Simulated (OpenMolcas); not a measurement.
**Lines of Te III: computed and rescaled rates**

| Item | Value |
| --- | --- |
| Program | OpenMolcas 26.06 |
| Method | SS-CASPT2, IPEA 0.25 Eh, imaginary shift 0.1 Eh (closed shells correlated: 4d) |
| Basis | ANO-RCC-VQZP [8s7p5d3f2g] |
| Scalar Hamiltonian | DKH2, point nucleus |
| Active space | 4 electrons in 8 orbitals (5s 5p 6s 6p) |
| State averaging | 2S+1 = 3 even, 3 roots; 2S+1 = 1 even, 9 roots; 2S+1 = 5 odd, 1 root; 2S+1 = 3 odd, 9 roots; 2S+1 = 1 odd, 8 roots |
| Spin-orbit coupling | RASSI with atomic mean-field integrals over the reference wave functions, term energies averaged over their components |

Rates come from the transition moments of the reference wave functions (E1 and E2 in the length form). At fixed line strength A goes as λ^-3 for E1 and M1 and as λ^-5 for E2, so a rate at the computed wavelength can be rescaled to the measured one. Measured vacuum wavelengths follow from level energies in the list in Zhang, Palmeri, Quinet and Biemont, Astron. Astrophys. 551, A136 (2013). Branching counts decays inside the model space alone, at computed energies, and the table is only a selection of the E2 and M1 lines, drawn from those between levels with measured partners whose computed energy lies within a factor of 1.5 of the measured one.

```csv
Upper,Lower,Type,λ computed (nm),λ measured (nm),A computed (s-1),A rescaled (s-1),Branching %
5s2 5p2 3P2,5s2 5p2 3P1,M1,3235,2933,3.29e-01,4.41e-01,97.9
5s2 5p2 3P1,5s2 5p2 3P0,M1,2582,2102,9.93e-01,1.84e+00,100.0
5s2 5p2 3P2,5s2 5p2 3P0,E2,1436,1224,6.72e-03,1.49e-02,2.0
5s2 5p2 1D2,5s2 5p2 3P2,M1,1163,1088,3.79e+00,,49.1
5s2 5p2 1D2,5s2 5p2 3P1,M1,855.4,793.5,3.87e+00,,50.0
5s2 5p2 1S0,5s2 5p2 1D2,E2,709.3,767,3.62e+00,2.45e+00,6.3
5s2 5p2 1S0,5s2 5p2 3P2,E2,440.6,449.8,4.37e+00,,7.6
5s2 5p2 1S0,5s2 5p2 3P1,M1,387.8,390,4.95e+01,,86.1
```

Spin-changing lines and M1 lines between different terms are not rescaled, since their strength hangs on the term gaps too.

The largest correction is for 5s2 5p2 3P2 → 5s2 5p2 3P0 (E2): 6.72e-03 × (1436 / 1224)^5 = 1.49e-02 s-1, a factor of 2.22.

No measured rate stands beside these. Rescaling mends the energy factor alone: line strengths can still be far off where a level mixes with configurations outside the active space, and weak or spin-changing lines hang on small mixing coefficients that depend on the term gaps too, so rescaling need not improve them.

CASPT2 breaks the degeneracy within a term, and the mean is taken; among the terms shown or strongly mixed into the levels shown the widest spread is 61 cm-1 (5s2 5p2 1D). Over all roots computed the reference weight is 0.80 to 0.94; the roots of lowest weight are the least certain, and an intruder state may touch them. The run also gave levels led by 5s2 5p 6p, 5s2 5p 6s, which use shells meant for correlation; these and all levels above them are left out. Some terms miss by over 15 % even with CASPT2, which points to a basis or an active space too small for the shells correlated. Measured partners are found by configuration, term and J. A level has none where our copy of the source lacks it or the pairing is in doubt (some pairs that miss far off the trend of their configuration count as doubtful). Only configurations of the active space appear.
